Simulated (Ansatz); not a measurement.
Basis-set extrapolation for C2H10BNSi (PBE0-D4/def2-TZVP geometry, frozen core, the Gaussian-basis code of Ansatz). Multiplicity 1, RHF reference.

|  | def2-TZVPP | def2-QZVPP |
| --- | --- | --- |
| HF | -449.709597 | -449.726221 |
| MP2 correlation | -0.818423 | -0.871435 |
| CCSD(T) correlation | -0.910655 | not run |

Energies in hartree. Use E(X) = E(∞) + A·exp(−7.88·√X) for Hartree–Fock and E(X) = E(∞) + B·X^(−2.97) for correlation, with X = 3 and 4, and add CCSD(T) minus MP2 of the smaller set to the MP2 limit.

What is the CCSD(T) energy at the basis-set limit?

HF limit: -449.726221 + (-0.016624) × 0.13774 = -449.72851. MP2 limit: -0.871435 + (-0.053012) × 0.74074 = -0.91070. Higher-order term: -0.910655 − (-0.818423) = -0.09223. Total: -450.73144 hartree, 69.8 kcal/mol below CCSD(T)/def2-TZVPP.
